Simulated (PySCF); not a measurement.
H3F3GeOSi, singlet, at the geometry of the source list, atoms displaced at random by about 0.03 Å a coordinate; PySCF with PBE0/STO-3G, gradient.

PySCF was given this input:
```python
from pyscf import gto, scf, dft

mol = gto.Mole()
mol.atom = '''
    F     2.29586684   -0.40632883   -1.26439069
    Ge    1.51641095    0.18778059    0.10309253
    F     2.37584955   -0.28063375    1.46265939
    F     1.56521430    1.84710057   -0.00266379
    O    -0.01568877   -0.40119291    0.24563451
    Si   -1.68224696   -0.26564455   -0.11052927
    H    -1.75969459    0.43022477   -1.39258886
    H    -2.20973604    0.59144617    0.98768864
    H    -2.07337661   -1.60230233   -0.06444619
'''
mol.basis = 'sto-3g'
mol.verbose = 3
mol.build()

mf = dft.RKS(mol)
mf.xc = 'pbe0'
mf.grids.level = 0
mf.kernel()
g = mf.nuc_grad_method()
g.grid_response = True
grad = g.kernel()
```

What the program printed (banner, timings and long lists left out):

```
converged SCF energy = -2709.81303981456
--------------- RKS gradients ---------------
         x                y                z
0 F    -0.0012807068     0.0054705073     0.0063514054
1 Ge     0.0353919324     0.0102607730     0.0011329841
2 F    -0.0062573246     0.0068393977    -0.0098197714
3 F    -0.0030542590    -0.0208708371     0.0019761402
4 O     0.0025929460     0.0010112536     0.0050836962
5 Si    -0.0642186374    -0.0476942554    -0.0212843857
6 H     0.0114242923     0.0075795952    -0.0039744690
7 H     0.0039613214     0.0136638404     0.0168839584
8 H     0.0214404357     0.0237397252     0.0036504417
----------------------------------------------
```
